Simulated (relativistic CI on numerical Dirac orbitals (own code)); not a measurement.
# Radial parameters of Br33+

Calculated at this level of theory: Dirac-Coulomb-Breit CI, orbitals from a KLI potential per configuration, model QED, unscaled Slater integrals (own radial code, finite nucleus).

Slater integrals F^k, G^k are unscaled and averaged over j, outside the closed core (none); ζ comes from projecting the Hamiltonian with its Breit term on Σ l·s of the shell.

- 1s 2s: G^0(1s,2s) = 173090 cm⁻¹; <r>(1s) = 0.04201, <r^2>(1s) = 0.002369, <r>(2s) = 0.1705, <r^2>(2s) = 0.03401 (bohr units).
- 1s 2p: G^1(1s,2p) = 370810, ζ(2p) = 343470 cm⁻¹; <r>(1s) = 0.04201, <r^2>(1s) = 0.002369, <r>(2p) = 0.1444, <r^2>(2p) = 0.0251 (bohr units).
- 1s 3s: G^0(1s,3s) = 45424 cm⁻¹; <r>(1s) = 0.04196, <r^2>(1s) = 0.002362, <r>(3s) = 0.3871, <r^2>(3s) = 0.1705 (bohr units).

Averages of the first 10 configurations, taken without configuration mixing, which lowers the lowest level and can move excited configurations by several eV; other configurations of the list can lie among them:

```
Configuration  Parity  States  Average energy above the lowest level (eV)
          1s2    even       1                                         0.0
        1s 2s    even       4                                     12256.2
        1s 2p     odd      12                                     12333.7
        1s 3s    even       4                                     14526.1
        1s 3p     odd      12                                     14548.5
        1s 3d    even      20                                     14562.1
        1s 4s    even       4                                     15313.8
        1s 4p     odd      12                                     15323.2
        1s 4d    even      20                                     15328.9
        1s 4f     odd      28                                     15330.7
```
